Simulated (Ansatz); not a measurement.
The cluster B₈N⁺ (the lowest singlet isomer of a short search), 9 atoms. Hardware: 4 threads of Intel Xeon Platinum 8488C on a shared host.

Correlated methods freeze 9 core orbitals.

(1) How many basis functions does each of these Ansatz runs have, and roughly what does it cost? MP2/def2-TZVP, charge 1 triplet, energy, from earlier orbitals; PBE0-D4/def2-TZVP, charge 1 quintet, energy, from earlier orbitals; r2SCAN-D4/def2-TZVP, charge 1 unrestricted singlet, energy, from earlier orbitals; MP2/def2-TZVP, charge 1 quintet, energy, from earlier orbitals; ωB97X-V/def2-TZVP, charge 1 triplet, energy, from earlier orbitals; PBE-D4/def2-TZVP, charge 0 doublet at the geometry of the charge 1 singlet, energy, from earlier orbitals; PBE with 15 % exact exchange/def2-SVP, charge 1 triplet, energy, from earlier orbitals; HF/6-31G, charge 1 triplet, energy; B3LYP-D4/6-31G, charge 1 quintet, energy; RPA@PBE/def2-TZVP, charge 1 singlet, energy, from earlier orbitals; PBE0-D4/def2-TZVP, charge 1 triplet, energy, from earlier orbitals; PBE0-D4/def2-TZVP, charge 1 unrestricted singlet, energy, from earlier orbitals.

Results:

(1) Other jobs shared the machine, so times can vary by a factor of up to 3. A dash marks memory too small to be measured apart from the calling script's.

| run | functions | fitting or Cholesky vectors | wall time | peak host memory (GiB) |
| --- | --- | --- | --- | --- |
| HF/6-31G, charge 1 triplet, energy | 81 | 1140 | 0.85 s | – |
| B3LYP-D4/6-31G, charge 1 quintet, energy | 81 | 1140 | 1.4 s | – |
| PBE with 15 % exact exchange/def2-SVP, charge 1 triplet, energy, from earlier orbitals | 126 | 1404 | 2.2 s | – |
| PBE-D4/def2-TZVP, charge 0 doublet at the geometry of the charge 1 singlet, energy, from earlier orbitals | 279 | 1507 | 3.8 s | – |
| RPA@PBE/def2-TZVP, charge 1 singlet, energy, from earlier orbitals | 279 | 1753 | 5.5 s | 0.96 |
| PBE0-D4/def2-TZVP, charge 1 quintet, energy, from earlier orbitals | 279 | 1507 | 7.5 s | 1.1 |
| PBE0-D4/def2-TZVP, charge 1 triplet, energy, from earlier orbitals | 279 | 1507 | 7.5 s | 1.1 |
| MP2/def2-TZVP, charge 1 quintet, energy, from earlier orbitals | 279 | 1757 | 9 s | 1 |
| PBE0-D4/def2-TZVP, charge 1 unrestricted singlet, energy, from earlier orbitals | 279 | 1507 | 9 s | 1.1 |
| MP2/def2-TZVP, charge 1 triplet, energy, from earlier orbitals | 279 | 1755 | 10 s | 1 |
| r2SCAN-D4/def2-TZVP, charge 1 unrestricted singlet, energy, from earlier orbitals | 279 | 1507 | 16 s | 1.1 |
| ωB97X-V/def2-TZVP, charge 1 triplet, energy, from earlier orbitals | 279 | 1507 | 31 s | 1.8 |
